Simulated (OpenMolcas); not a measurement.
Ionisation energies of strontium

```json
{"Program": "OpenMolcas", "Basis": "ANO-RCC-VDZP [6s5p2d]", "Scalar Hamiltonian": "DKH2, point nucleus", "Spin-orbit coupling": "state interaction with AMFI integrals over the reference wave functions, term energies averaged over their components"}
```

Active shells in each charge state: the valence s, p, d shells, with orbitals averaged over the low states. Where CASPT2's correlated closed shells are named, they are those of the first ion.

A. CASSCF
B. SS-CASPT2, IPEA 0.25 Eh, imaginary shift 0.1 Eh (closed shells correlated: 4s 4p)
C. SS-CASPT2, IPEA 0 Eh, imaginary shift 0.1 Eh (closed shells correlated: 4s 4p)
D. SS-CASPT2, IPEA 0.25 Eh, imaginary shift 0.1 Eh (closed shells correlated: 3d 4s 4p)
E. SS-CASPT2, IPEA 0.25 Eh, imaginary shift 0.1 Eh (closed shells correlated: none)

Energies in eV between the lowest computed levels, named as in B; reference values from the NIST Atomic Spectra Database with their kind.

| From | To | A | B | C | D | E | Spin-orbit share in B | Reference |
| --- | --- | --- | --- | --- | --- | --- | --- | --- |
| Sr 5s2 1S0 | Sr+ 5s 2S 1/2 | 5.378 | 5.461 | 5.457 | 5.462 | 5.392 | +0.000 | 5.695 (measured) |
| Sr+ 5s 2S 1/2 | Sr2+ 4p6 1S0 | 10.434 | 10.811 | 10.839 | 10.811 | 10.434 | +0.000 | 11.030 (measured) |

Error against the reference values, in %:

```tsv
From	Reference	A	B	C	D	E
Sr	measured	-5.6	-4.1	-4.2	-4.1	-5.3
Sr+	measured	-5.4	-2.0	-1.7	-2.0	-5.4
```

Mean absolute error over the 2 measured values: A 0.46 eV, B 0.23 eV, C 0.21 eV, D 0.23 eV, E 0.45 eV.

The lowest level within the active space need not be the ion's true ground level.
